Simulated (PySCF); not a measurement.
# Nb(2+) (niobium, charge +2): UHF calculation

Configuration: [Kr] 4d3, high-spin 4F determinant. Computed with PySCF 2.14 in cc-pVTZ-PP with ECP28MDF (5s5p4d2f1g, 63 functions), with a scalar-relativistic core potential.

* Total energy: -55.449672 hartree
* One-electron energy: -88.1033 hartree
* Hartree (Coulomb) energy: 38.6401 hartree
* Exchange energy: -5.9864 hartree
* ⟨S²⟩: 3.7549
* ⟨L²⟩: 12.058
* Sum of ⟨r⟩: 15.78 bohr
* Sum of ⟨r²⟩: 26.55 bohr²
* Time after the integrals: 0.27 s of wall time on 1 thread of Intel(R) Xeon(R) 6975P-C (shared host)

| shell | electrons | mean orbital energy (eV) | rms radius, mean of both spins (bohr) |
| --- | --- | --- | --- |
| 4s α | 1 | -91.963 | 1.25 |
| 4s β | 1 | -88.035 | 1.25 |
| 4p α | 3 | -63.363 | 1.39 |
| 4p β | 3 | -58.035 | 1.39 |
| 4d α | 3 | -25.373 | 1.98 |

Energies and moments cover only the electrons outside the core potential.
